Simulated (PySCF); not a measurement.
An equivalent PySCF input for Zn²⁺ (zinc, charge +2), [Ar] 3d10, closed-shell 1S, with the spin-free X2C one-electron Hamiltonian (Gaussian nucleus):

```python
from pyscf import gto, scf, dft, mp, cc
import basis_set_exchange as bse
mol = gto.M(atom="Zn 0 0 0", charge=2, spin=0, symmetry="D2h",
            basis=gto.basis.parse(bse.get_basis("jorge-DZP-DKH", elements=["Zn"], fmt="nwchem", header=False)),
            nucmod="G")
mf = dft.UKS(mol, xc="MN15").sfx2c1e()
mf.irrep_nelec = {'Ag': (5, 5), 'B1g': (1, 1), 'B2g': (1, 1), 'B3g': (1, 1), 'B1u': (2, 2), 'B2u': (2, 2), 'B3u': (2, 2)}
mf.kernel()
```

It reaches the same state as the run whose output follows, with an energy that differs only through the grid. The run itself started from symmetry-adapted Hartree-Fock orbitals and held the occupation by maximum overlap, on a logarithmic radial grid, so the iterations belong to that start.

```
SCF conv_tol = 1e-09
number electrons alpha = 14  beta = 14
XC functionals = MN15
    H. S. Yu, X. He, S. L. Li, and D. G. Truhlar.,  Chem. Sci. 7, 5032-5051 (2016)
    H. S. Yu, X. He, S. L. Li, and D. G. Truhlar.,  Chem. Sci. 7, 5032-5051 (2016)
cycle= 1 E= -1795.97839637431  delta_E= -0.0983  |g|= 0.217  |ddm|= 0.229
cycle= 2 E= -1795.97629334084  delta_E= 0.0021  |g|= 0.212  |ddm|= 0.107
cycle= 3 E= -1795.98199771919  delta_E= -0.0057  |g|= 0.0339  |ddm|= 0.0688
cycle= 4 E= -1795.9821286968  delta_E= -0.000131  |g|= 0.00124  |ddm|= 0.00847
cycle= 5 E= -1795.98212890938  delta_E= -2.13e-07  |g|= 9.89e-06  |ddm|= 0.000365
cycle= 6 E= -1795.98212890939  delta_E= -2.5e-12  |g|= 2.07e-06  |ddm|= 2.17e-06
converged SCF energy = -1795.98212890939  <S^2> = -2.3092639e-14  2S+1 = 1
```
